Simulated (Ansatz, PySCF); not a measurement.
Species: ammonia borane, sum formula BNH₆, net charge 0, singlet state. SMILES: [NH3+][BH3-]
Geometry: optimised at B3LYP-D3(BJ)/def2-TZVP (Ansatz, an electronic-structure program).

PBE beside other levels, property by property. Valence correlation only, unless marked. UHF or UKS for open shells. Spin-orbit coupling is left out. No relativistic terms. CBS(X,Y): correlation extrapolated as X^-3; Hartree-Fock from the larger set. [CCSD(T)-MP2]/basis is that difference in the basis named. Rows marked 298 K are enthalpies with B3LYP-D3(BJ) harmonic zero-point and thermal terms from PySCF. Atomisation energies are electronic, to ground-state atoms; the column to compare with has the core term from cc-pwCVTZ added, other frozen-core levels have none. Anions need diffuse functions, of which def2-TZVPD holds fewer than the aug- sets. The coupled-cluster column (Ansatz) is a level with limits of its own: RI-MP2/CBS(aug-cc-pVTZ,aug-cc-pVQZ)+[CCSD(T)-MP2]/aug-cc-pVTZ.

```tsv
property	PBE/def2-TZVPD (Ansatz)	B3LYP-D3(BJ)/def2-TZVPD (Ansatz + dftd3)	wB97X-V/def2-TZVPD (Ansatz)	RI-MP2/CBS(aug-cc-pVTZ,aug-cc-pVQZ) (Ansatz)	coupled cluster
H-N bond dissociation enthalpy, 298 K, to [BH3-][NH2+] + H atom (kcal/mol)	81.4	87.2	91.3	98.8	96.1
B-H bond dissociation enthalpy, 298 K, to [BH2-][NH3+] + H atom (kcal/mol)	96.4	100.7	102.1	100.0	102.0
atomisation energy (kcal/mol)	613.7	616.5	611.7	609.4	613.2
deprotonation enthalpy (H-N bond), 298 K, to [BH3-]N + H+ (kcal/mol)	353.5	356.4	356.9	354.7	356.4
```

As the rows show:
- H-N bond dissociation enthalpy, 298 K, to [BH3-][NH2+] + H atom: PBE lies 14.7 kcal/mol below coupled cluster.
- B-H bond dissociation enthalpy, 298 K, to [BH2-][NH3+] + H atom: PBE lies 5.6 kcal/mol below coupled cluster.
- atomisation energy: PBE lies 0.5 kcal/mol above coupled cluster.
- deprotonation enthalpy (H-N bond), 298 K, to [BH3-]N + H+: PBE lies 2.9 kcal/mol below coupled cluster.
